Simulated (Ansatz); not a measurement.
Consider the cleavage of the Sn–Si bond: `C[SiH](O)[SnH3]` + `FCS` → `FC[S][SnH3]` + `C[SiH2]O`.

Computed with Ansatz on PBE0-D4/def2-TZVP structures; ΔE is electronic, products minus reactants. CCSD(T)/CBS is the MP2 limit (def2-TZVPP, def2-QZVPP) plus CCSD(T) − MP2 in def2-TZVPP, frozen cores. This one scheme is used for every species. DFT in def2-TZVPP. def2 core potentials past Kr. For Sn outer-core shells are correlated without core-valence functions, which leaves a few kJ/mol of doubt a bond. Each species was taken in one conformer, which may not be the lowest.

```tsv
species	PBE energy (Eh)
`C[SiH](O)[SnH3]`	-621.72989
`FCS`	-537.68809
`FC[S][SnH3]`	-753.18291
`C[SiH2]O`	-406.24600
```

(1) Work out ΔE.

Largest T1 diagnostic among the species: 0.013.

Results:

(1) ΔE = (-753.18291) + (-406.24600) − (-621.72989) − (-537.68809) = -0.01093 Eh = -28.7 kJ/mol. CCSD(T)/CBS gives -40.1 kJ/mol.

In def2-TZVPP, CCSD(T) changes the Hartree–Fock value by +12.4 kJ/mol (the triples alone add +0.0 kJ/mol) and MP2 by +7.9 kJ/mol. From PBE to PBE0 (25 % exact exchange), in def2-TZVPP and without D4, ΔE moves by −3.3 kJ/mol.
